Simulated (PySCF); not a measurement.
A GIAO shielding run with PySCF 2.14.0 with density-fitted response routines (density fitting, non-relativistic, gas phase) on SMILES C(F)(F)(F)O[C@@H]([SiH3])C[SiH3], C3H9F3OSi2:

```
$ OMP_NUM_THREADS=1 python probes_run.py task.json out

{"job": {"kind": "nmr", "xc": "PBE0", "basis": "pcSseg-1"}, "charge": 0, "multiplicity": 1}
F      2.315301     0.418885    -1.424638
C      1.610937     1.183953    -0.557395
F      2.472200     2.061423    -0.047853
F      0.769915     1.888435    -1.346930
O      1.029543     0.517839     0.396037
C      0.081297    -0.519251    -0.043091
Si     0.977202    -2.194495     0.236659
C     -1.193257    -0.350266     0.765208
Si    -1.986271     1.377492     0.568446
H     -0.136606    -0.343969    -1.100597
H      1.345344    -2.230723     1.649151
H      0.011342    -3.240707    -0.101338
H      2.149839    -2.257233    -0.629000
H     -1.889953    -1.125848     0.445666
H     -0.967890    -0.537987     1.815457
H     -3.228393     1.360482     1.343629
H     -1.092139     2.413998     1.076029
H     -2.277172     1.584292    -0.851375
```

Hardware: 1 thread of an Arm Neoverse V2, shared host. The job also computes population analyses, field gradients.

Problem. How large is the calculation?

Solution. 90 electrons, 212 basis functions and 1149 auxiliary functions.

Problem. How long does it take, and how much memory does it need?

Solution. 36 s of wall time, with 13 SCF cycles and 4 response iterations; peak memory 0.95 GiB. Times on a shared host scatter by some tens of per cent.
